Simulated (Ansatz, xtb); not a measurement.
**Two isomers of ClH6NSSi2**

Structure I: `[SiH3]N(S)[SiH2]Cl`, a singlet. Structure II: `[SiH3]N[Si@@H](S)Cl`, a singlet. Both are isolated molecules in the gas phase, relaxed with PBE0-D3(BJ)/def2-SVP, each in the lowest conformer that the search found.

Quicker runs give these differences E(II) − E(I): GFN2-xTB −21.6 kcal/mol; HF/STO-3G −27.3 kcal/mol (at GFN2-xTB geometries); r2SCAN-D4/def2-SVP −39.0 kcal/mol (at GFN2-xTB geometries).

Question: Estimate E(II) − E(I) at the level CCSD(T)/def2-SVP + ΔMP2/def2-TZVPP.

Answer: Calculated at CCSD(T)/def2-SVP + ΔMP2/def2-TZVPP: E(II) − E(I) = −38.7 kcal/mol, so structure II lies lower.

How the difference moves with the method:

| level | geometry | E(II) − E(I) (kcal/mol) | departure from the last row (kcal/mol) | job, with rough time for the two |
| --- | --- | --- | --- | --- |
| GFN2-xTB | GFN2-xTB | −21.6 | +17.1 | optimisation, 0.36 s |
| HF/STO-3G | GFN2-xTB | −27.3 | +11.4 | single point, 0.44 s |
| r2SCAN-D4/def2-SVP | GFN2-xTB | −39.0 | −0.3 | single point, 3 s |
| PBE0-D3(BJ)/def2-SVP | PBE0-D3(BJ)/def2-SVP | −39.3 | −0.6 | optimisation, 43 s |
| HF/def2-SVP | PBE0-D3(BJ)/def2-SVP | −39.6 | −0.9 | part of the CCSD(T) run |
| MP2/def2-SVP | PBE0-D3(BJ)/def2-SVP | −38.6 | +0.1 | part of the CCSD(T) run |
| CCSD(T)/def2-SVP | PBE0-D3(BJ)/def2-SVP | −36.9 | +1.8 | single point |
| CCSD(T)/def2-SVP + ΔMP2/def2-TZVPP | PBE0-D3(BJ)/def2-SVP | −38.7 |  | single point, 29 s |

As drawn, II has 1 S–Si, 1 N–H in place of 1 N–S, 1 Si–H.

The levels shown agree on the order. The largest departure from CCSD(T)/def2-SVP + ΔMP2/def2-TZVPP is that of GFN2-xTB, 17.1 kcal/mol. The last row adds to CCSD(T) the change of the MP2 difference between the two basis sets, here −1.8 kcal/mol.

With thermal terms from frequencies at re-optimised GFN2-xTB minima (ideal gas, soft modes damped towards free rotors, one conformer each, 298.15 K, 1 atm): the zero-point term adds +1.7 kcal/mol; ΔH is −36.8 and ΔG −37.4 kcal/mol.

The correlated steps freeze 21 core orbitals. Mirror images aren't counted in ΔG. Codes used: Ansatz 0.2.0, xtb 6.7.1; the last row on 2 threads of Intel(R) Xeon(R) 6975P-C (Granite Rapids) on a shared host.
